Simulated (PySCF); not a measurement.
Isomers of CH7FSi2, one GFN2-xTB conformer each. Single-point energies are computed at PBE0/pcSseg-1 (PySCF, gas phase, no added dispersion term), electronic only.

```json
{"SMILES": "C[SiH2][SiH2]F", "GFN2-xTB relative energy (kcal/mol)": "0.0"}
{"SMILES": "FC[SiH2][SiH3]", "GFN2-xTB relative energy (kcal/mol)": "46.6"}
```

Conformers: `[CH3:1][SiH2:2][SiH2:3][F:4]` with C1–Si2–Si3–F4 159°; `[F:1][CH2:2][SiH2:3][SiH3:4]` with F1–C2–Si3–Si4 -55°.

**Question.** What does PBE0/pcSseg-1 give for the same structures?

**Answer.** 
```tsv
SMILES	PBE0/pcSseg-1 E (Eh)	PBE0/pcSseg-1 (kcal/mol)	GFN2-xTB (kcal/mol)	point group
C[SiH2][SiH2]F	-720.76583	0.0	0.0	C1
FC[SiH2][SiH3]	-720.68982	47.7	46.6	C1
```

Both levels put the same isomer lowest. As drawn, the lower has an Si–F bond, which the higher lacks.

**Question.** Which frontier levels, dipoles and rotational constants go with these structures?

**Answer.** 
| SMILES | HOMO (eV, PBE0/pcSseg-1) | LUMO (eV) | dipole (D) | A, B, C (MHz) |
| --- | --- | --- | --- | --- |
| C[SiH2][SiH2]F | -8.45 | -0.82 | 2.39 | 10476, 1978, 1770 |
| FC[SiH2][SiH3] | -8.40 | -0.10 | 1.57 | 6464, 2313, 1856 |
